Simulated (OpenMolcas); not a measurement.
# Mo5+ in a point-charge field

Mo5+ among 6 point charges of -1 e arranged as a tetragonal octahedron (D4h), 2.22 Å from the ion, with the axial distance 1.954 Å.
```
   2.2200    0.0000    0.0000  -1.00
   0.0000    2.2200    0.0000  -1.00
  -2.2200    0.0000    0.0000  -1.00
   0.0000   -2.2200    0.0000  -1.00
   0.0000    0.0000    1.9536  -1.00
   0.0000    0.0000   -1.9536  -1.00
```

```json
{
  "Program": "OpenMolcas",
  "Method": "SS-CASPT2, IPEA 0.25 Eh, imaginary shift 0.1 Eh (closed shells correlated: 4s 4p)",
  "Basis": "ANO-RCC-VDZP [6s5p3d1f]",
  "Scalar Hamiltonian": "DKH2, point nucleus",
  "Active space": "1 electron in 5 orbitals (4d)",
  "State averaging": "2S+1 = 2 even, 5 roots",
  "Spin-orbit coupling": "RASSI with atomic mean-field integrals over the reference wave functions"
}
```

The lowest spin-free states (labels of D4, the rotations of D4h), above the lowest:

```tsv
State	Degeneracy	E (cm-1)	Free-ion L (%)
2B2	1	0	D (100)
2E	2	1940	D (100)
2B1	1	2910	D (100)
2A1	1	6950	D (100)
```

The lowest levels with spin-orbit coupling:

```csv
E (cm-1),Degeneracy,Label,2S+1,g
0,2,E3/2,2,0.82 0.95 0.95
1750,2,E1/2,2,0.09 0.93 0.93
3040,2,E3/2,2,0.79 1.88 1.88
4090,2,E3/2,2,1.61 2.83 2.83
7820,2,E1/2,2,1.91 2.93 2.93
```

Powder χT (cm3 K/mol): 0.0777 at 2 K, 0.0797 at 10 K, 0.09 at 50 K, 0.103 at 100 K, 0.129 at 200 K, 0.154 at 300 K. The effective moment at 300 K is 2.828 √(χT) = 1.11 μB.

The lowest level has 2S+1 = 2, for which the spin-only value is χT = S(S+1) / 2 = 0.375 cm3 K/mol (g = 2). The computed 0.154 at 300 K differs by -0.221, through orbital momentum, spin-orbit coupling and any other state in reach.

Free-ion shares, where given, are those of the reference states; single-state CASPT2 does not remix them. This is an electrostatic model: the charges have no orbitals. No measured value stands beside these numbers.
